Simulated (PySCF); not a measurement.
# How methods differ on the excitation energy of Ca

Ca [Ar] 4s2 (1S) → Ca [Ar] 4s1 4p1, s spin flipped, as a difference of total energies. Computed with PySCF 2.14 in x2c-TZVPPall (6s5p3d, 36 functions), with scalar relativity by spin-free X2C-1e. Correlated levels: valence: [Ar] frozen. The calculations carry no spin-orbit coupling.

```csv
method,excitation energy (cm⁻¹)
UHF,16974
MP2 (valence),18355
SCS-MP2 (valence),18631
```

The upper determinant mixes two multiplicities, so it lies between the two terms.

The basis was made for the ground configuration and has no added diffuse functions, so the excitation energy can come out too high.

The coupled-cluster amplitudes are large for the upper state (T1 above 0.03 or a double amplitude above 0.15), so a single reference is strained.
